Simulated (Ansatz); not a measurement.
**Relaxing a trial structure of AlGeH5Si**

The starting geometry of this gas-phase singlet was optimised with GFN2-xTB.

```json
{"atom": "Al", "x (Å)": "-2.2851", "y (Å)": "0.6613", "z (Å)": "0.4824"}
{"atom": "Ge", "x (Å)": "-2.3283", "y (Å)": "-1.7049", "z (Å)": "0.6699"}
{"atom": "Si", "x (Å)": "-2.0832", "y (Å)": "3.0599", "z (Å)": "0.0429"}
{"atom": "H", "x (Å)": "-2.7233", "y (Å)": "4.3455", "z (Å)": "0.4085"}
{"atom": "H", "x (Å)": "-0.6208", "y (Å)": "3.3573", "z (Å)": "0.2057"}
{"atom": "H", "x (Å)": "-2.2276", "y (Å)": "3.0247", "z (Å)": "-1.4588"}
{"atom": "H", "x (Å)": "-2.1102", "y (Å)": "-1.2477", "z (Å)": "-0.9304"}
{"atom": "H", "x (Å)": "-0.7512", "y (Å)": "-1.1522", "z (Å)": "0.7937"}
```

**Question.** Where would you expect an optimisation with r2SCAN-D4/def2-SVP to take it?

**Answer.** New bonds form, giving a structure with H7 bridging Al1 and Ge2, H8 bridging Al1 and Ge2, given below by its coordinates. Contacts that close: Al1–H7 (2.38 → 1.86 Å), Al1–H8 (2.40 → 1.86 Å).

The energy falls by 0.63 eV over 10 steps:

| step | E − E(last) (eV) |
| --- | --- |
| 1 | 0.628 |
| 2 | 0.373 |
| 3 | 0.185 |
| 4 | 0.045 |
| 5 | 0.025 |
| 6 | 0.007 |
| 7 | 0.001 |
| 8 | 0.000 |
| 9 | 0.000 |
| 10 | 0.000 |

Final geometry (Å):

| atom | x (Å) | y (Å) | z (Å) |
| --- | --- | --- | --- |
| Al | -2.4279 | 0.5336 | 0.5492 |
| Ge | -2.1350 | -1.7773 | 0.5780 |
| Si | -1.9162 | 2.8528 | -0.1340 |
| H | -2.7908 | 3.8269 | 0.5912 |
| H | -0.4901 | 3.1935 | 0.1685 |
| H | -2.1465 | 3.0264 | -1.6031 |
| H | -2.2693 | -0.7492 | -0.7901 |
| H | -0.9540 | -0.5629 | 0.8543 |

Frequencies at the end show an imaginary mode, so it is a saddle point. Run with Ansatz 0.2.0, 21 s on 2 threads of Intel(R) Xeon(R) Platinum 8259CL CPU @ 2.50GHz (Skylake/Cascade Lake), with other jobs on the host.
